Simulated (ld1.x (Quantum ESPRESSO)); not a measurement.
**Zn (Z = 30), PAW: configuration errors across variants**

```
Element                 : zinc
Generator               : ld1.x (Quantum ESPRESSO) 7.5
Type                    : PAW
Functional              : LDA (PZ)
Relativity              : fully relativistic
Frozen core             : [Ar] 3d10
Valence charge          : 2
Reference configuration : 4s1 4p1
Partial waves           : 4s (bound): rcut 1.60, rcutus 2.25 bohr; 4s channel at 3.55 Ry: rcut 1.60, rcutus 2.25 bohr; 4p (bound): rcut 1.60, rcutus 2.15 bohr; 4p channel at 0.55 Ry: rcut 1.60, rcutus 2.15 bohr; 4d channel at 0.25 Ry: rcut 1.80, rcutus 2.50 bohr; 4d channel at 0.6 Ry: rcut 1.80, rcutus 2.50 bohr
Local potential         : all-electron potential smoothed inside 1.60 bohr (lloc = -2)
Core correction         : a·sin(br)/r model core, default radius (ld1.x builds one for every PAW set, though the input has nlcc=.false.)
Augmentation charge     : PSQ, inside the norm-conserving radii
```

Open shells are filled in proportion to 2j + 1 (rel_dist='average').

All-electron excitation energies from the reference (eV): (1) 4s2 4p0 -5.183; (2) 4s1 4p0 5.008; (3) 4s1.5 4p0 -1.105; (4) 4s0 4p1 11.430; (5) 4s0 4p2 5.569.

5 further variants failed, have other tests or another functional or relativity, and are left out.

Errors AE − PS in meV (a dash: test not solved or not reliable):

```tsv
change	(1)	(2)	(3)	(4)	(5)	bound ghosts
base	-30	-1.3	+3.9	-88	-28	not determined
local potential all-electron potential smoothed inside 2.32 bohr (lloc = -2)	-30	-2.0	+3.9	-91	-28	not determined
wave 4d channel at 0.25 Ry: rcut 1.80, rcutus 2.50 bohr becomes 4d channel at 6.05 Ry: rcut 1.80, rcutus 2.50 bohr	-30	-1.3	+3.9	-88	-28	not determined
waves 4s (bound): rcut 1.60, rcutus 1.76 bohr; 4s channel at 3.55 Ry: rcut 1.60, rcutus 1.76 bohr	-21	+13	+3.6	-88	-28	not determined
waves 4d channel at 0.25 Ry: rcut 1.80, rcutus 2.70 bohr; 4d channel at 0.6 Ry: rcut 1.80, rcutus 2.70 bohr	-30	-3.6	+3.2	-88	-28	not determined
waves 4p (bound): rcut 1.60, rcutus 2.96 bohr; 4p channel at 0.55 Ry: rcut 1.60, rcutus 2.96 bohr	-30	-5.9	+2.3	-98	-26	not determined
```

(1) Give the same row for: local potential all-electron potential smoothed inside 2.00 bohr (lloc = -2).

Answers

(1) -30, -1.7, +3.9, -90, -28; bound ghosts: not determined.
